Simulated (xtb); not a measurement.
Ge(H)(Cl)2(Me) (CH4Cl2Ge), SMILES [CH3][GeH]([Cl])[Cl]. All values are semi-empirical tight-binding results from xtb (GFN2-xTB unless named), good for trends rather than for accurate numbers. The structure is a stationary point at GFN2-xTB.

Optimised geometry:

```xyz
8

Ge    -0.1073    -0.0675     0.4308
C     -2.0756    -0.2720     0.2692
Cl     0.8623    -1.5353    -0.7433
Cl     0.4784     1.8241    -0.3125
H      0.4318    -0.1905     1.8530
H     -2.3942    -1.2315     0.6642
H     -2.5870     0.5189     0.8091
H     -2.3561    -0.2159    -0.7795
```
Charge 0, spin multiplicity 1.

For metal compounds this method's bond lengths and energies can be far off.

Computed properties:
* **orbital gap**: 6.96 eV
* **zero-point energy**: 28.1 kcal/mol
* **G − E(el) at 298.15 K (modified RRHO)**: 7.7 kcal/mol

Computed atomic charges and the Wiberg bond orders between heavy atoms:
charges (e) Ge1 0.26, C2 -0.15, Cl3 -0.16, Cl4 -0.16, H5 0.01, H6 0.07, H7 0.07, H8 0.07. Bond orders Ge1–C2 0.87, Ge1–Cl3 1.14, Ge1–Cl4 1.14.
